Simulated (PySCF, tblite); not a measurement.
System: H3Sn, doublet: umbrella (inversion) coordinate, bond length relaxed. Scanned: angle between the Sn-H bonds and the threefold axis (90 = planar). Other coordinates (Sn-H bond length) were minimised at B3LYP/def2-TZVP.

Levels: B3LYP = unrestricted B3LYP/def2-TZVP, def2 effective core potentials past Kr (PySCF 2.14.0); CCSD(T) on UHF/def2-TZVP, 4 core orbitals frozen, def2 effective core potentials past Kr (PySCF); GFN2-xTB, 300 K electronic temperature (tblite).

Energies in mEh, each method relative to its own lowest point.

| a / ° | B3LYP | CCSD(T) | GFN2-xTB |
|---|---|---|---|
| 90 | [?] | 10.2 | 58.2 |
| 93 | 11.8 | 9.5 | [?] |
| 96 | [?] | [?] | 39.6 |
| 99 | 6.8 | 5.2 | [?] |
| 102 | 3.8 | 2.8 | 20.1 |
| 105 | 1.5 | 0.9 | 12.9 |
| 108 | 0.1 | 0.0 | 7.3 |
| 111 | 0.0 | 0.3 | 3.3 |
| 114 | 1.3 | 1.9 | 0.8 |
| 117 | 4.2 | 5.1 | 0.0 |
| 120 | 8.7 | 9.8 | 0.8 |
| 123 | 15.0 | 16.3 | 3.5 |
| 126 | 23.2 | 24.5 | 8.0 |
| 129 | 33.3 | 34.6 | 14.9 |
| 132 | 45.6 | 46.8 | 24.2 |

Question: Some entries are withheld; supply them.

Answer: 
- 90, B3LYP: 12.5
- 93, GFN2-xTB: 51.1
- 96, B3LYP: 9.6
- 96, CCSD(T): 7.6
- 99, GFN2-xTB: 29.1
